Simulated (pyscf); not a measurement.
# H₂N–GaH–OH (SMILES [NH2][GaH][OH]), singlet

Gas-phase minimum from PySCF at ωB97X-D3(BJ)/def2-SVP, one conformer. 

SMILES: [NH2][GaH][OH]
```xyz
7

N      0.4519     0.3492     0.2614
Ga    -0.6730    -1.0423     0.4878
O     -0.0163    -2.2856     1.5950
H      0.2684     1.1542    -0.3239
H      1.3553     0.4033     0.7169
H     -2.0658    -1.1704    -0.1928
H     -0.5890    -3.0456     1.7370
```
Charge 0, spin multiplicity 1.

Bonds (Å): N1–Ga2 1.804, N1–H4 1.012, N1–H5 1.013, Ga2–O3 1.790, Ga2–H6 1.556, O3–H7 0.962. Bond angles (°): Ga2–N1–H4 125.0, Ga2–N1–H5 122.7, H4–N1–H5 112.3, N1–Ga2–O3 112.6, N1–Ga2–H6 124.5, O3–Ga2–H6 122.8, Ga2–O3–H7 114.9.

Properties at ωB97X-D3(BJ)/def2-SVP:

```yaml
harmonic_wavenumbers_unscaled: 185, 238, 335, 378, 528, 585, 708, 744, 754, 808, 1528, 2044, 3638, 3744, 3933 cm⁻¹
zero_point_energy: 28.8 kcal/mol
rotational_symmetry_number: 1
Entropy of this conformer at 298 K and 1 atm, rigid rotor and harmonic oscillator, modes under 100 cm⁻¹ raised to 100: 302.0 J/(mol K)
dipole_moment: 1.14 D
```

Single-point totals, which compare only within one level (frozen core for MP2 and CC):

| level | total energy (hartree) |
|---|---|
| ωB97X-D3(BJ)/def2-TZVP | -2057.33550 |
| PBE/def2-TZVP | -2056.89818 |
| r²SCAN/def2-TZVP | -2057.26228 |
| B3LYP-D3(BJ)/def2-TZVP | -2057.40120 |
| PBE0-D3(BJ)/def2-TZVP | -2056.94294 |
| M06-2X/def2-TZVP | -2057.28336 |
| ωB97M-D3(BJ)/def2-TZVP | -2057.39718 |
| HF/def2-TZVPP | -2054.99824 |
| MP2/def2-TZVPP | -2055.69291 |
| CCSD/def2-TZVPP | -2055.69984 |
| CCSD(T)/def2-TZVPP | -2055.72636 |

Soft torsions are taken as harmonic, which can shift the entropy by several J/(mol K). The CCSD(T) − MP2 part came from Ansatz, without density fitting, on the same reference. The frozen core leaves the outer d or s,p core shells of the metals and heavy elements correlated in the MP2 and CC values, and def2-TZVPP describes them poorly, so these totals are far from the basis limit. Elements up to Kr have no core potential and no relativistic terms here.
